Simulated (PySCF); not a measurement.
C2H6F2OSi

C2H6F2OSi is a small molecule, neutral, singlet. The structure, one conformer, was relaxed in the gas phase by PBE0-D3(BJ)/def2-SVP. No frequency run checks that it is a minimum.

SMILES: OC(F)(F)C[SiH3]

Coordinates in Å:
```
C1     -1.190   -0.179    0.057
C2      0.103   -0.532   -0.624
Si3     1.643    0.223    0.186
O4     -1.278    1.157    0.264
F5     -2.260   -0.603   -0.668
F6     -1.297   -0.838    1.243
H7      0.047   -0.192   -1.670
H8      0.188   -1.628   -0.640
H9      1.736    1.683   -0.101
H10     2.841   -0.458   -0.395
H11     1.623   -0.001    1.660
H12    -2.118    1.341    0.706
```

Shieldings: GIAO PBE0/pcSseg-2. Shifts are against computed references at the same level: C TMS (σ 184.1 ppm), H TMS (σ 31.24 ppm), Si TMS (σ 341.3 ppm). Core levels by delta-SCF with SCAN, pcX-2 on the ionised atom and pcseg-1 elsewhere, spin-free X2C; from the vacuum level, for chosen atoms.

Problem. Give the NMR and core-level values of the distinct atoms.

Solution. 
```json
{"atoms": "C1", "bonded to": "1 C + 2 F + 1 O", "σ (ppm)": "50.8", "δ (ppm)": "133.3", "core level (eV)": "1s 297.19"}
{"atoms": "C2", "bonded to": "1 C + 1 Si + 2 H", "σ (ppm)": "165.4", "δ (ppm)": "18.7", "core level (eV)": "1s 290.99"}
{"atoms": "Si3", "bonded to": "1 C + 3 H", "σ (ppm)": "412.0", "δ (ppm)": "-70.7", "core level (eV)": "-"}
{"atoms": "O4", "bonded to": "1 C + 1 H", "σ (ppm)": "203.4", "δ (ppm)": "-", "core level (eV)": "1s 540.25"}
{"atoms": "F5", "bonded to": "1 C", "σ (ppm)": "234.4", "δ (ppm)": "-", "core level (eV)": "1s 693.17"}
{"atoms": "F6", "bonded to": "1 C", "σ (ppm)": "243.7", "δ (ppm)": "-", "core level (eV)": "1s 693.22"}
{"atoms": "H7", "bonded to": "1 C", "σ (ppm)": "29.65", "δ (ppm)": "1.60", "core level (eV)": "-"}
{"atoms": "H8", "bonded to": "1 C", "σ (ppm)": "29.71", "δ (ppm)": "1.53", "core level (eV)": "-"}
{"atoms": "H9 H10 H11", "bonded to": "1 Si", "σ (ppm)": "27.26", "δ (ppm)": "3.98", "core level (eV)": "-"}
{"atoms": "H12", "bonded to": "1 O", "σ (ppm)": "28.39", "δ (ppm)": "2.85", "core level (eV)": "-"}
```

Values are those of this one static structure, with the three H of a rotating XH3 group averaged; atoms that internal rotation interchanges would show their mean in an NMR spectrum.

Problem. Which of C1, C2 holds its core electrons tightest, and by how much against the loosest?

Solution. C1 (bonded to 1 C + 2 F + 1 O), by 6.20 eV over C2 (bonded to 1 C + 1 Si + 2 H).

Problem. By CAM-B3LYP/def2-SVPD (TDDFT singlets, Tamm-Dancoff triplets, ionisation by delta-SCF), where does absorption start, and what does vertical ionisation take?

Solution. The lowest singlet lies at 8.76 eV (f 0.012), the strongest of the first 6 at 9.26 eV (f 0.102), the lowest triplet at 8.34 eV; vertical ionisation takes 11.82 eV.

The 3 runs behind this took 4.8 min in all, one thread each of Arm Neoverse V1 on a shared host, launched as `OMP_NUM_THREADS=1 python cluster_run.py task.json out`.
